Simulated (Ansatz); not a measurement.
Relaxation of C2H8Si2 (12 atoms, charge 0, multiplicity 1), to a largest force component of 0.02 eV/Å in at most 40 steps.

These are results of Ansatz, RKS B3LYP/STO-3G, not measurements.

```xyz
12
Properties=species:S:1:pos:R:3
C -0.394 1.654 -0.036
C -0.114 0.393 -0.015
Si -0.367 -0.715 1.430
Si 0.711 -0.534 -1.422
H -0.287 2.303 -0.953
H -0.881 2.221 0.808
H 1.000 -1.252 1.899
H -1.205 -1.823 1.101
H -0.931 0.068 2.607
H 0.814 0.362 -2.559
H -0.258 -1.663 -1.804
H 1.988 -1.069 -1.021
```

Question: Where does it end, and by what steps?

Answer: The forces met the threshold. Limits of this set-up: minimal basis. After 5 steps the energy has fallen by 0.528 eV; H11 moved furthest, 0.19 Å.

```json
{"step": "0", "energy less start (eV)": "0.0000", "largest force component (eV/Å)": "4.550", "accepted": "yes"}
{"step": "1", "energy less start (eV)": "-0.3558", "largest force component (eV/Å)": "1.498", "accepted": "yes"}
{"step": "2", "energy less start (eV)": "-0.5224", "largest force component (eV/Å)": "0.141", "accepted": "yes"}
{"step": "3", "energy less start (eV)": "-0.5256", "largest force component (eV/Å)": "0.160", "accepted": "yes"}
{"step": "4", "energy less start (eV)": "-0.5277", "largest force component (eV/Å)": "0.024", "accepted": "yes"}
{"step": "5", "energy less start (eV)": "-0.5278", "largest force component (eV/Å)": "0.005", "accepted": "yes"}
```

```xyz
12
Properties=species:S:1:pos:R:3
C -0.401 1.601 -0.043
C -0.071 0.301 -0.006
Si -0.366 -0.693 1.553
Si 0.683 -0.513 -1.514
H -0.251 2.233 -0.931
H -0.847 2.131 0.813
H 0.883 -1.231 2.044
H -1.248 -1.805 1.276
H -0.958 0.138 2.576
H 0.800 0.438 -2.595
H -0.140 -1.622 -1.945
H 1.994 -1.033 -1.196
```

Whether the end is a true minimum wasn't checked by a vibrational analysis.

The run took 11 s on 1 thread of Arm Neoverse V1, with other jobs on the host, peak memory 0.096 GiB.
